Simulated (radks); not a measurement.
Spherical quantum dot in the effective-mass picture: electrons in a well V = -V0 / (1 + exp((r - R)/a)) with V0 = 19.9, R = 2.47, a = 0.15, with a point charge +1 (a donor) at the centre, all in effective atomic units (hartree* = m*/eps^2 hartree, bohr* = eps/m* bohr), one dielectric constant everywhere. Method: non-relativistic Kohn-Sham, PBEsol, spin-polarised, spherical densities; computed with a radial shooting solver with Libxc functionals. Levels are named by radial order and angular momentum (1s, 1p, 1d, 2s, ...), and open shells are averaged over m.

N = 14, configuration 1s2 1p6 1d(up 5, down 1). This is the lowest configuration that the search found. Occupied and some empty levels:

level    occupation  eigenvalue (hartree*)  <r> (bohr*)
1s up             1                -12.185        1.340
1s down           1                -12.105        1.317
1p up             3                -11.473        1.575
1p down           3                -11.368        1.568
1d up             5                -10.557        1.691
1d down           1                -10.444        1.688
2s up             0                -10.122        1.159
2s down           0                -10.077        1.170
1f up             0                -9.4133        1.776
1f down           0                -9.2964        1.775
2p up             0                -8.2818        1.356
2p down           0                -8.2189        1.356

Energy (hartree*): total -209.321, kinetic 23.615, external -280.62, Hartree 55.743, exchange-correlation -8.0633.
